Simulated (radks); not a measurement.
Valence configurations of Au II (all share [Xe]). Calculated with a radial shooting solver on a logarithmic mesh with Libxc functionals: scalar-relativistic Kohn-Sham, PBEsol, spin-polarised, spherical densities, point nucleus; open shells are filled with parallel spins first (spin-orbit coupling, left out, can overturn this in heavy ions). Energies are relative to 4f14 5d10; eigenvalues in eV for spin up.

[
 {"valence": "4f14 5d10", "E (eV)": "0.000", "moment (Bohr magnetons)": "0", "e(4f)": "-89.654", "e(5d)": "-15.357", "e(6p)": "-", "e(6s)": "-"},
 {"valence": "4f14 5d9 6s1", "E (eV)": "2.164", "moment (Bohr magnetons)": "2", "e(4f)": "-93.052", "e(5d)": "-18.124", "e(6p)": "-", "e(6s)": "-14.930"},
 {"valence": "4f14 5d9.5 6p0.5", "E (eV)": "4.534", "moment (Bohr magnetons)": "1", "e(4f)": "-92.242", "e(5d)": "-17.556", "e(6p)": "-7.730", "e(6s)": "-"},
 {"valence": "4f14 5d9 6p1", "E (eV)": "9.436", "moment (Bohr magnetons)": "2", "e(4f)": "-94.830", "e(5d)": "-19.710", "e(6p)": "-8.704", "e(6s)": "-"},
 {"valence": "4f13.5 5d10 6p0.5", "E (eV)": "43.256", "moment (Bohr magnetons)": "1", "e(4f)": "-98.248", "e(5d)": "-18.028", "e(6p)": "-7.703", "e(6s)": "-"},
 {"valence": "4f13 5d10 6s1", "E (eV)": "82.725", "moment (Bohr magnetons)": "2", "e(4f)": "-105.24", "e(5d)": "-19.126", "e(6p)": "-", "e(6s)": "-14.940"},
 {"valence": "4f13 5d10 6p1", "E (eV)": "90.043", "moment (Bohr magnetons)": "2", "e(4f)": "-107.06", "e(5d)": "-20.770", "e(6p)": "-8.696", "e(6s)": "-"},
 {"valence": "4f13 5d9 6p2", "E (eV)": "102.75", "moment (Bohr magnetons)": "4", "e(4f)": "-112.49", "e(5d)": "-25.201", "e(6p)": "-10.432", "e(6s)": "-"},
 {"valence": "4f12 5d10 6p2", "E (eV)": "194.72", "moment (Bohr magnetons)": "4", "e(4f)": "-125.30", "e(5d)": "-26.452", "e(6p)": "-10.477", "e(6s)": "-"},
 {"valence": "4f11.5 5d10 6s2 6p0.5", "E (eV)": "236.97", "moment (Bohr magnetons)": "3", "e(4f)": "-131.39", "e(5d)": "-26.185", "e(6p)": "-9.165", "e(6s)": "-17.430"}
]

NIST lists [Xe] 4f14 5d10 as the ground configuration; this level of theory agrees among the configurations tried. The energies are those of spherical high-spin densities, not of single terms.
